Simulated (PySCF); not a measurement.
**Relaxation of singlet HfO(OH)2**

Method: PBE0/[Hf def2-SVP with ECP60, O def2-SVP, H def2-SVP], scalar-relativistic core potentials, density fitting, no spin–orbit coupling, PySCF. A (50,194) grid was used.

A hand-made T-shaped (ligand arrangement 1) (heavy-atom frame) start, of C2 symmetry, held to at least that symmetry:

Coordinates in bohr (charge 0 multiplicity 1):
```
Hf    0.0000    0.0000   -0.2645
O     0.0000    0.0000    3.2315
O     4.0605    0.0000   -0.1228
O    -4.0605    0.0000   -0.1228
H     5.2258   -1.3897   -0.0819
H    -5.2258    1.3897   -0.0819
```

(1) What does it relax to?

(2) How much energy is released, and in how many steps?

## Answers

(1) It ends at C2v with Hf–O 1.773 Å, Hf–O 1.972 Å (×2), O–H 0.958 Å (×2); H–O–Hf 148.8° (×2), O–Hf–O 116.8° (×2), O–Hf–O 126.5° (after a last refinement on a finer grid). The frequency run here used a shortcut that can spoil soft modes, so no verdict on minimum or saddle point is given. Other isomers or separated fragments may lie lower.

(2) 245.3 kJ/mol in 15 steps.

With an element this heavy the missing spin–orbit coupling can shift these numbers.
